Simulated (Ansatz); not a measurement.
Reaction (atomization): `CO[B]O`• → B• + C• + 4 H• + 2 O•

Isolated molecules relaxed with PBE0-D4/def2-TZVP in Ansatz; ΔE leaves out vibrations. CCSD(T)/CBS is extrapolated from def2-TZVPP and def2-QZVPP, frozen cores. DFT in def2-TZVPP. B3LYP here is the variant with VWN-RPA as its local correlation; programs differ in this. Open shells (•) are unrestricted, without spin–orbit coupling. Spin–orbit coupling would lower the free atoms: a little for B, C, O. One conformer a species, not always the lowest.

| level | ΔE (kJ/mol) |
| --- | --- |
| PBE0 | 3167.6 |
| B3LYP | 3154.3 |
| HF/def2-TZVPP | 2306.7 |
| MP2/def2-QZVPP | 3213.8 |

Problem. What does CCSD(T)/CBS give? (Best estimate.)

Solution. The calculation gave: +3155.2 kJ/mol. The listed levels differ from it by 12.4, -0.9, -848.5, 58.6 kJ/mol.

Largest T1 diagnostic among the species: 0.014.

The D4 term adds +15.9 kJ/mol with B3LYP and +8.2 kJ/mol with PBE0; it sums over pairs of atoms, weighted by their polarisabilities, and B3LYP, whose exchange is more repulsive, gets the larger term. From PBE to PBE0 (25 % exact exchange), in def2-TZVPP and without D4, ΔE moves by −79.7 kJ/mol: exact exchange takes away binding that semilocal exchange gives to molecules. In def2-TZVPP, CCSD(T) changes the Hartree–Fock value by +768.8 kJ/mol (the triples alone add +48.4 kJ/mol) and MP2 by +858.9 kJ/mol; breaking electron pairs costs correlation energy, which Hartree–Fock lacks.

CCSD(T)/CBS has its own doubt, a few kJ/mol and more with outer-core shells, so smaller differences from it don't rank the levels.
